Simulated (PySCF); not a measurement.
## Molecular orbitals of CdC

LDA at R = 2.181 Å; basis Cd x2c-TZVPPall, C x2c-TZVPPall; spin-free X2C with a Gaussian nucleus; PySCF 2.14. State: ³Σ⁻ (triplet), unpaired electrons π ↑↑. Only the outer orbitals are listed, counted within each symmetry.

```json
{"spin": "α", "orbital": "5π", "occ.": "1", "ε (eV)": "-13.17", "on Cd (%)": "99", "main shells (%)": "99 Cd d"}
{"spin": "α", "orbital": "5π", "occ.": "1", "ε (eV)": "-13.17", "on Cd (%)": "99", "main shells (%)": "99 Cd d"}
{"spin": "α", "orbital": "2δ", "occ.": "1", "ε (eV)": "-13.04", "on Cd (%)": "100", "main shells (%)": "100 Cd d"}
{"spin": "α", "orbital": "2δ", "occ.": "1", "ε (eV)": "-13.04", "on Cd (%)": "100", "main shells (%)": "100 Cd d"}
{"spin": "α", "orbital": "11σ", "occ.": "1", "ε (eV)": "-12.33", "on Cd (%)": "61", "main shells (%)": "57 Cd d, 38 C s"}
{"spin": "α", "orbital": "12σ", "occ.": "1", "ε (eV)": "-7.05", "on Cd (%)": "59", "main shells (%)": "58 Cd s, 35 C p"}
{"spin": "α", "orbital": "6π", "occ.": "1", "ε (eV)": "-5.25", "on Cd (%)": "9", "main shells (%)": "91 C p"}
{"spin": "α", "orbital": "6π", "occ.": "1", "ε (eV)": "-5.25", "on Cd (%)": "9", "main shells (%)": "91 C p"}
{"spin": "α", "orbital": "13σ", "occ.": "0", "ε (eV)": "-4.33", "on Cd (%)": "57", "main shells (%)": "43 C p, 35 Cd s, 21 Cd p"}
{"spin": "α", "orbital": "7π", "occ.": "0", "ε (eV)": "-1.29", "on Cd (%)": "94", "main shells (%)": "93 Cd p"}
{"spin": "α", "orbital": "7π", "occ.": "0", "ε (eV)": "-1.29", "on Cd (%)": "94", "main shells (%)": "93 Cd p"}
{"spin": "β", "orbital": "5π", "occ.": "1", "ε (eV)": "-13.15", "on Cd (%)": "100", "main shells (%)": "100 Cd d"}
{"spin": "β", "orbital": "5π", "occ.": "1", "ε (eV)": "-13.15", "on Cd (%)": "100", "main shells (%)": "100 Cd d"}
{"spin": "β", "orbital": "2δ", "occ.": "1", "ε (eV)": "-13.04", "on Cd (%)": "100", "main shells (%)": "100 Cd d"}
{"spin": "β", "orbital": "2δ", "occ.": "1", "ε (eV)": "-13.04", "on Cd (%)": "100", "main shells (%)": "100 Cd d"}
{"spin": "β", "orbital": "11σ", "occ.": "1", "ε (eV)": "-10.97", "on Cd (%)": "35", "main shells (%)": "65 C s, 19 Cd d, 12 Cd s"}
{"spin": "β", "orbital": "12σ", "occ.": "1", "ε (eV)": "-6.43", "on Cd (%)": "75", "main shells (%)": "72 Cd s, 14 C p, 11 C s"}
{"spin": "β", "orbital": "13σ", "occ.": "0", "ε (eV)": "-3.51", "on Cd (%)": "41", "main shells (%)": "58 C p, 25 Cd p, 14 Cd s"}
{"spin": "β", "orbital": "6π", "occ.": "0", "ε (eV)": "-3.15", "on Cd (%)": "34", "main shells (%)": "66 C p, 33 Cd p"}
{"spin": "β", "orbital": "6π", "occ.": "0", "ε (eV)": "-3.15", "on Cd (%)": "34", "main shells (%)": "66 C p, 33 Cd p"}
```

Problem. Which are the highest filled and the lowest empty level, where do they sit, and how wide is the gap?

Solution. Highest filled α 6π at -5.25 eV (in %: 91 C p); lowest empty α 13σ at -4.33 eV (in %: 43 C p, 35 Cd s, 21 Cd p); the gap at LDA is 0.92 eV.

```
bond order (Mayer)                              : 1.23
⟨S²⟩                                            : 2.078
charge on Cd (Mulliken, basis-dependent)        : 0.25
charge on Cd (Löwdin, basis-dependent)          : 0.24
dipole moment (positive dipole means Cd(−)C(+)) : -3.01 D
polarisability along the bond                   : 81.3 bohr³
polarisability across the bond                  : 43.8 bohr³
```

Spin–orbit coupling is left out. The state is the lowest determinant that a PBE0 search found; another state may lie lower at other levels.
